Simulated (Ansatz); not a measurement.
Species: C5H12N, charge 1, multiplicity 1. It need not be the lowest isomer of its formula. 
Geometry from a B3LYP-D3(BJ)/def2-TZVP (Ansatz, a program for electronic structure) optimisation:
SMILES: [NH3+]C1CCCC1
```xyz
18

C     -1.7003     0.2522     0.2485
C     -1.2645    -1.1768    -0.1853
C      0.2502    -1.0970    -0.4673
C      0.6853     0.1000     0.3686
C     -0.4291     1.1235     0.1927
N      2.0342     0.6466    -0.0831
H     -2.1005     0.2373     1.2611
H     -2.4775     0.6609    -0.3931
H     -1.4617    -1.8934     0.6105
H     -1.8024    -1.5241    -1.0644
H      0.4263    -0.8804    -1.5263
H      0.7836    -2.0148    -0.2208
H      0.8239    -0.1687     1.4165
H     -0.4148     1.9141     0.9427
H     -0.3356     1.5929    -0.7925
H      2.3076     1.4676     0.4621
H      2.7728    -0.0549     0.0094
H      1.9894     0.9254    -1.0668
```
Charge +1, spin multiplicity 1.

Total electronic energies in hartree. Cores are frozen in the correlated levels unless marked. Spin-orbit coupling is left out. Non-relativistic. CBS(X,Y): correlation extrapolated as X^-3; Hartree-Fock from the larger set.

| level | program | energy (Eh) |
|---|---|---|
| HF/6-31G* | Ansatz | -250.56000 |
| HF/cc-pwCVTZ | Ansatz | -250.65392 |
| PBE/def2-TZVPD | Ansatz | -252.01662 |
| revPBE/def2-TZVPD | Ansatz | -252.28330 |
| r2SCAN-D4/def2-TZVPD | Ansatz + dftd4 | -252.21117 |
| B3LYP-D3(BJ)/def2-TZVPD | Ansatz + dftd3 | -252.39588 |
| PBE0/def2-TZVP | Ansatz | -252.06081 |
| BHLYP/def2-TZVPD | Ansatz | -252.20428 |
| r2SCAN0-D4/def2-TZVPD | Ansatz + dftd4 | -252.19294 |
| r2SCAN0/def2-TZVPD | Ansatz | -252.18924 |
| wB97X-V/def2-TZVPD | Ansatz | -252.29867 |
| B2PLYP-D4/def2-TZVPD | Ansatz + dftd4 | -252.12877 |
| MP2/cc-pVDZ | Ansatz | -251.45887 |
| MP2/cc-pwCVTZ | Ansatz | -251.73634 |
| MP2/CBS(cc-pVTZ,cc-pVQZ) | Ansatz | -251.8520 |
| RI-MP2/cc-pVTZ | Ansatz | -251.72103 |
| RI-MP2/CBS(cc-pVTZ,cc-pVQZ) | Ansatz | -251.8517 |
| SCS-MP2/cc-pwCVTZ | Ansatz | -251.73912 |
| CCSD/STO-3G | Ansatz | -248.04958 |
| CCSD/cc-pVTZ | Ansatz | -251.77885 |
| CCSD/cc-pwCVTZ | Ansatz | -251.79113 |
| CCSD/cc-pVQZ | Ansatz | -251.84882 |
| CCSD(T)/CBS(cc-pVTZ,cc-pVQZ) | Ansatz | -251.9404 |

Totals of different functionals don't rank their quality; only differences between species are comparable.
